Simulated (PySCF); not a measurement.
A calculated (TPSS, PySCF 2.14, x2c-SVPall, scalar relativity by spin-free X2C-1e) atom or ion has these occupied shells.

| shell | electrons | orbital energy (eV) | rms radius, mean of both spins (bohr) |
| --- | --- | --- | --- |
| 1s α | 1 | -3141.8 | 0.0992 |
| 1s β | 1 | -3141.6 | 0.0992 |
| 2s α | 1 | -313.14 | 0.449 |
| 2s β | 1 | -312.96 | 0.449 |
| 2p α | 3 | -245.10 | 0.419 |
| 2p β | 3 | -244.83 | 0.419 |
| 3s α | 1 | -37.966 | 1.48 |
| 3s β | 1 | -36.496 | 1.48 |
| 3p α | 3 | -22.976 | 1.70 |
| 3p β | 2 | -21.856 | 1.70 |

Question: Name the element and its charge.

Answer: Ar⁺ (argon, charge +1), in [Ne] 3s2 3p5, 2P determinant.
